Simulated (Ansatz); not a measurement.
`C[SiH2][GeH2][Cl]` → `[CH2]` (triplet) + `[SiH3][GeH2][Cl]` at 700 K and 1 bar (formal loss of a carbene).

Gas-phase electronic energies from Ansatz, PBE0-D4/def2-TZVP geometries. CCSD(T)/CBS adds triple-zeta CCSD(T) − MP2 to the extrapolated MP2 energy (def2 sets, frozen cores). This one scheme is used for every species. Triplets are unrestricted, without spin–orbit coupling. For Ge outer-core shells are correlated without core-valence functions, which leaves a few kJ/mol of doubt a bond. Scalar relativity is left out up to krypton. Each species was taken in one conformer, which may not be the lowest.

| species | CCSD(T)/CBS energy (Eh) | H − E (kJ/mol) | S (J/(mol·K)) |
| --- | --- | --- | --- |
| `C[SiH2][GeH2][Cl]` | -2867.28393 | 271.9 | 502.6 |
| `[CH2]` (triplet) | -39.09499 | 70.4 | 226.8 |
| `[SiH3][GeH2][Cl]` | -2828.00643 | 176.5 | 436.1 |

H − E and S are ideal-gas, rigid-rotor, harmonic terms from PBE0-D4/def2-TZVP, for one conformer and one mirror image of each species, with the whole ground term of open shells counted as degenerate. 1 Eh = 2625.50 kJ/mol, R = 8.31446 J/(mol·K).

By hand: ΔE, ΔH, ΔS and ΔG.

ΔE = (-39.09499) + (-2828.00643) − (-2867.28393) = 0.18251 Eh = 479.2 kJ/mol. Δ(H − E) = 70.4 + 176.5 − 271.9 = -25.0, so ΔH = 454.2 kJ/mol. ΔS = 226.8 + 436.1 − 502.6 = 160.3 J/(mol·K). ΔG = 454.2 − 700 × (160.3)/1000 = 342.0 kJ/mol.

By hand: the equilibrium constant, and the temperature at which ΔG would vanish if ΔH and ΔS stayed fixed.

log₁₀ K = −ΔG/(RT ln 10) = -25.5. ΔG = 0 at ΔH/ΔS = 2833 K, far beyond where these terms or the molecules hold.

The number of gas molecules changes by +1, which sets the sign of ΔS. A doubt of 5 kJ/mol in ΔE shifts log₁₀ K by 0.4 here. Other conformers and mirror images would add mixing entropy, several J/(mol·K) or more a flexible species. Modes under 60 cm⁻¹, often nearly free rotors, make the harmonic entropy too high. A triplet takes part, so the spin changes. These are equilibria of isolated gas molecules and say nothing of rates. Largest T1 diagnostic: 0.011 (customary marks: 0.02 for closed shells, 0.045 for open ones).
